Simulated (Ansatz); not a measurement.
`BC(=C)Br` → `BrB1CC1`  (isomerisation)

Isolated molecules relaxed with PBE0-D4/def2-TZVP in Ansatz; ΔE leaves out vibrations. CBS: MP2 limit from def2 TZ/QZ plus the TZ coupled-cluster correction, frozen cores. For Br outer-core shells are correlated without core-valence functions, which leaves a few kJ/mol of doubt a bond. Scalar relativity is left out up to krypton.

`BC(=C)Br`:

Z-matrix (Å, degrees):
```
B
C 1 1.536
H 1 1.191 2 122.2
H 1 1.196 2 117.0 3 180.0
C 2 1.336 1 122.2 3 -179.8
Br 2 1.905 1 119.1 3 0.1
H 5 1.085 2 118.6 1 -0.1
H 5 1.085 2 123.6 1 179.9
```

`BrB1CC1`:

Cartesian coordinates in Å:
```
Br -0.870 -0.236 -2.632
B -0.284 -0.077 -0.861
C -0.364 0.633 0.473
C 0.607 -0.567 0.260
H 0.083 1.615 0.599
H -1.215 0.472 1.130
H 1.671 -0.348 0.250
H 0.373 -1.492 0.781
```

```csv
species,CCSD(T)/CBS(def2) energy (Eh)
`BC(=C)Br`,-2676.58084
`BrB1CC1`,-2676.61017
```

(1) Work out ΔE.

Largest T1 diagnostic among the species: 0.010.

Answers

(1) ΔE = (-2676.61017) − (-2676.58084) = -0.02933 Eh = -18.4 kcal/mol.

Leaving LDA and LC-ωPBE aside and taking each functional with its dispersion term where it has one, the values, not all of them listed here, spread over 9.4 kcal/mol, from r2SCAN0-D4 to BLYP-D4. LDA lies −5.1 kcal/mol from PBE without D4. From PBE to PBE0 (25 % exact exchange), in def2-TZVPP and without D4, ΔE moves by −1.6 kcal/mol. At CCSD(T), def2-SVP lies −2.1 kcal/mol from the extrapolated value and def2-TZVPP +0.5 kcal/mol.
